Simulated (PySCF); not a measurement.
AsGa, triplet, at a GFN2-xTB geometry (such geometries of metal compounds can be far from the true shape). Base run: PBE/def2-SVP in PySCF.

Here is a job for PySCF.
```python
from pyscf import gto, scf, dft, solvent

mol = gto.M(
    atom='''
Ga   -0.00000000   -0.00000000   -1.21454478
As    0.00000000    0.00000000    1.14093601
''',
    basis='def2-svp',
    spin=2,
    verbose=3,
)

mf = dft.UKS(mol)
mf.xc = 'pbe'
mf.kernel()
```

Each row names what was changed in the base input (with any setting that the change needs).

```json
[
 {"change": "base", "ΔE vs base (kcal/mol)": "0.000", "dipole (D)": "1.53"},
 {"change": "model = IEF-PCM; solvent = water; vdw_scale = 1.0", "ΔE vs base (kcal/mol)": "-6.32", "dipole (D)": "3.99"},
 {"change": "model = IEF-PCM; solvent = water; r_probe = 0.5", "ΔE vs base (kcal/mol)": "-1.45", "dipole (D)": "2.33"},
 {"change": "model = IEF-PCM; solvent = 2-propanol", "ΔE vs base (kcal/mol)": "-3.00", "dipole (D)": "2.94"},
 {"change": "model = ddCOSMO; solvent = water", "ΔE vs base (kcal/mol)": "-2.52", "dipole (D)": "2.77"},
 {"change": "model = SS(V)PE; solvent = water", "ΔE vs base (kcal/mol)": "-3.24", "dipole (D)": "3.06"},
 {"change": "model = IEF-PCM; solvent = chloroform", "ΔE vs base (kcal/mol)": "-2.16", "dipole (D)": "2.52"},
 {"change": "model = COSMO; solvent = water", "ΔE vs base (kcal/mol)": "-3.24", "dipole (D)": "3.05"},
 {"change": "model = IEF-PCM; solvent = methanol", "ΔE vs base (kcal/mol)": "-3.13", "dipole (D)": "3.00"},
 {"change": "model = IEF-PCM; solvent = dimethylsulfoxide", "ΔE vs base (kcal/mol)": "-3.18", "dipole (D)": "3.03"},
 {"change": "model = IEF-PCM; solvent = water; vdw_scale = 1.4", "ΔE vs base (kcal/mol)": "-1.77", "dipole (D)": "2.47"},
 {"change": "model = IEF-PCM; solvent = water; vdw_scale = 1.1", "ΔE vs base (kcal/mol)": "-4.45", "dipole (D)": "3.49"}
]
```

The base is the gas phase, so ΔE is the electrostatic part of solvation at a fixed geometry, without cavity and dispersion terms.

Open shells are given as the SCF converged; they aren't shown to be the lowest states, and a large step between rows can be another state.
